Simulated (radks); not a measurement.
Radial electron density D(r) = 4 pi r^2 rho(r) of an atom or ion with 44 electrons. All-electron calculation, scalar-relativistic Kohn-Sham, LDA (Slater exchange, Perdew-Wang correlation), spin-unpolarised, spherical densities, finite nucleus; Fermi nuclear charge, rms radius of each element as measured or else 0.836 A^(1/3) + 0.57 fm. Program: a radial shooting solver on a logarithmic mesh with Libxc functionals.

r (bohr),D(r) (e/bohr)
0.004307,12.42
0.004934,15.18
0.005653,18.39
0.006477,22.08
0.007361,25.98
0.008434,30.51
0.009662,35.34
0.01107,40.31
0.01268,45.17
0.01453,49.62
0.01665,53.32
0.01907,55.94
0.02185,57.21
0.02483,57.08
0.02845,55.65
0.0326,53.32
0.03735,50.85
0.04279,49.19
0.04902,49.29
0.05616,51.76
0.06434,56.53
0.07372,62.65
0.08378,68.09
0.09599,71.54
0.11,71.05
0.126,66.30
0.1444,58.80
0.1654,51.43
0.1895,47.23
0.2171,47.70
0.2487,51.70
0.2827,55.60
0.3238,56.17
0.371,50.96
0.4251,40.90
0.487,29.39
0.5579,20.21
0.6392,15.43
0.7323,14.54
0.839,15.34
0.9536,15.65
1.093,14.48
1.252,11.97
1.434,8.954
1.643,6.178
1.882,4.008
2.157,2.474
2.471,1.453
2.831,0.8019
3.217,0.4249
3.686,0.1952
4.223,0.07865
4.838,0.02714
5.543,0.007818

What is the nuclear charge?

Answer. Z = 45. The innermost maximum, from 1s, lies near gamma/Z bohr with gamma = sqrt(1 - (Z/c)^2) = 0.945, here 0.021 bohr (found: 0.0229), and its height grows with Z. The density is that of the rhodium ion Rh+ in [Kr] 4d8; the configuration itself is not fixed sharply by these data, and Z only to a few units. D(r) has 4 maxima, at r = 0.0229, 0.102, 0.309, 0.924 bohr, and minima at 0.0456, 0.200, 0.715 bohr, inside which lie 2.02, 11.16, 29.13 electrons.
